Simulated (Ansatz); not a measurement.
Consider the ligand exchange at the Si–C bond: `O[SiH](Cl)CF` + `[SH][GeH2][Cl]` → `O[SiH](Cl)[S][GeH2][Cl]` + fluoromethane.

Gas-phase electronic energies from Ansatz, PBE0-D4/def2-TZVP geometries. CCSD(T)/CBS is the MP2 limit (def2-TZVPP, def2-QZVPP) plus CCSD(T) − MP2 in def2-TZVPP, frozen cores. This one scheme is used for every species. DFT in def2-TZVPP. For Ge outer-core shells are correlated without core-valence functions, which leaves a few kJ/mol of doubt a bond. Scalar relativity is left out up to krypton. One conformer a species, not always the lowest.

`O[SiH](Cl)CF`:

Cartesian coordinates in Å:
```
O -1.612 -0.356 0.837
Si -0.068 -0.687 0.430
Cl 1.188 -0.487 2.042
C 0.522 0.506 -0.905
F 0.209 1.806 -0.510
H -1.824 0.552 1.063
H -0.026 -2.090 -0.026
H 1.601 0.447 -1.076
H 0.012 0.309 -1.855
```

`[SH][GeH2][Cl]`:

Z-matrix (Å, degrees):
```
Ge
Cl 1 2.156
S 1 2.205 2 110.8
H 1 1.530 2 107.6 3 -116.4
H 1 1.532 2 105.9 3 120.9
H 3 1.343 1 94.0 2 72.4
```

`O[SiH](Cl)[S][GeH2][Cl]`:

Z-matrix (Å, degrees):
```
Si
Cl 1 2.055
S 1 2.129 2 109.9
O 1 1.627 2 111.3 3 119.2
H 1 1.469 2 107.9 3 -123.9
Ge 3 2.215 1 101.3 2 -44.1
H 4 0.959 1 118.6 2 -64.3
Cl 6 2.153 3 109.6 1 -51.7
H 6 1.529 3 112.0 1 66.7
H 6 1.531 3 105.9 1 -167.9
```

`CF`:

Cartesian coordinates in Å:
```
C 0.042 -0.033 0.029
F -0.915 0.716 -0.617
H -0.119 -1.090 -0.196
H -0.039 0.134 1.105
H 1.031 0.273 -0.320
```

```tsv
level	ΔE (kcal/mol)
ωB97X-V	-20.0
ωB97M-V	-20.2
SCS-MP2/def2-QZVPP	-21.9
HF/CBS(def2)	-18.5
```

**Question.** What does CCSD(T)/CBS give? (Best estimate.)

**Answer.** Ansatz gave: -21.5 kcal/mol. The listed levels differ from it by 1.5, 1.3, -0.4, 3.0 kcal/mol.

Largest T1 diagnostic among the species: 0.011.

In def2-TZVPP, CCSD(T) changes the Hartree–Fock value by −1.9 kcal/mol (the triples alone add −0.7 kcal/mol) and MP2 by −4.3 kcal/mol. The D4 term adds −3.3 kcal/mol with B3LYP and −1.8 kcal/mol with PBE0; it sums over pairs of atoms, weighted by their polarisabilities, and B3LYP, whose exchange is more repulsive, gets the larger term.

B3LYP here is the variant with VWN-RPA as its local correlation; programs differ in this.
